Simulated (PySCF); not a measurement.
This PySCF input asks for the NMR shieldings of `C1=C(B)[C@H]2[C@H](NB)[C@@H]1CC2`, C7H13B2N; the geometry comes from GFN2-xTB.

```python
import basis_set_exchange as bse
import numpy as np
from pyscf import gto, dft
from pyscf.prop import nmr

atoms = """
B     3.321413    0.325567    0.162158
N     2.070357   -0.194695   -0.093279
C     0.806733    0.325495    0.333364
C    -0.099291   -0.635108    1.143594
C    -1.326027    0.213674    1.235475
C    -1.455957    0.933684    0.100949
B    -2.587481    1.890141   -0.275923
C    -0.267214    0.537410   -0.756562
C    -0.549067   -0.910098   -1.216157
C    -0.431700   -1.718546    0.088477
H     3.418346    1.302410    0.801788
H     4.258700   -0.230466   -0.268167
H     1.973418   -1.036765   -0.640735
H     0.993445    1.247902    0.888658
H     0.298731   -1.025352    2.077313
H    -2.013372    0.188032    2.062936
H    -3.410399    2.145819    0.514905
H    -2.635853    2.361323   -1.345415
H    -0.016810    1.221121   -1.563544
H     0.179708   -1.230485   -1.961789
H    -1.540521   -0.987499   -1.661483
H     0.365552   -2.461139    0.043601
H    -1.357464   -2.235442    0.339915
"""
names = dict.fromkeys(["B", "N", "C", "H"], "pcSseg-1")
basis = {el: gto.basis.parse(bse.get_basis(n, elements=[el], fmt="nwchem")) for el, n in names.items()}
mol = gto.M(atom=atoms, basis=basis, charge=0, verbose=0)
mf = dft.RKS(mol, xc="PBE0")
mf.grids.level = 2
mf.grids.alignment = dft.numint.BLKSIZE   # the property module wants whole blocks of grid points
mf.conv_tol = 1e-9
mf.kernel()

calc = nmr.RKS(mf)   # GIAO
C = mf.mo_coeff
Co = C[:, mf.mo_occ > 0]
resp = mf.gen_response(singlet=True, hermi=2)
def vind(x):   # induced exchange potential for any number of trial vectors
    d = np.einsum("pi,xij,qj->xpq", C, 2 * x.reshape(-1, C.shape[1], Co.shape[1]), Co, optimize=True)
    return np.einsum("xpq,pi,qj->xij", resp(d - d.transpose(0, 2, 1)), C, Co, optimize=True).ravel()
mo1, _ = nmr.rhf.solve_mo1(calc, with_cphf=vind)
sigma = calc.kernel(mo1)
for i, s in enumerate(sigma):   # ppm
    w = np.linalg.eigvalsh((s + s.T) / 2)
    print("%2d %-2s iso %8.1f  s11 %8.1f  s22 %8.1f  s33 %8.1f" % (i, mol.atom_pure_symbol(i), w.mean(), *w))
```

Task: What does it print?

Result: 
```
 0 B  iso     64.6  s11     30.6  s22     43.7  s33    119.3
 1 N  iso    110.5  s11    -19.6  s22    147.1  s33    203.9
 2 C  iso    108.1  s11     73.9  s22    101.0  s33    149.4
 3 C  iso    132.2  s11    119.3  s22    127.3  s33    150.1
 4 C  iso      8.4  s11    -92.8  s22    -23.3  s33    141.2
 5 C  iso     19.6  s11    -86.5  s22    -19.8  s33    165.2
 6 B  iso     32.1  s11    -19.4  s22    -11.6  s33    127.4
 7 C  iso    131.7  s11    116.6  s22    129.6  s33    148.8
 8 C  iso    163.2  s11    146.5  s22    165.6  s33    177.5
 9 C  iso    165.4  s11    146.4  s22    170.7  s33    179.3
10 H  iso     27.0  s11     23.8  s22     26.9  s33     30.2
11 H  iso     27.1  s11     24.8  s22     26.8  s33     29.8
12 H  iso     26.8  s11     21.3  s22     27.5  s33     31.8
13 H  iso     28.4  s11     24.0  s22     28.0  s33     33.2
14 H  iso     29.0  s11     25.6  s22     26.1  s33     35.3
15 H  iso     24.1  s11     22.9  s22     23.8  s33     25.5
16 H  iso     24.9  s11     19.3  s22     27.3  s33     28.2
17 H  iso     24.8  s11     18.8  s22     26.9  s33     28.8
18 H  iso     28.8  s11     25.2  s22     25.9  s33     35.4
19 H  iso     29.8  s11     25.8  s22     26.8  s33     36.7
20 H  iso     30.5  s11     25.5  s22     27.1  s33     38.8
21 H  iso     29.8  s11     26.0  s22     26.7  s33     36.7
22 H  iso     30.5  s11     25.3  s22     27.0  s33     39.3
```

These numbers come from an equivalent density-fitted implementation of the same equations, which agrees with the script to about 0.01 ppm for H and up to a few tenths of a ppm for heavy atoms, so last digits may differ.

Size and cost of the density-fitted run: 235 basis functions, 60 s wall time on 1 thread of an Arm Neoverse V1, shared host; peak memory 1.1 GiB.
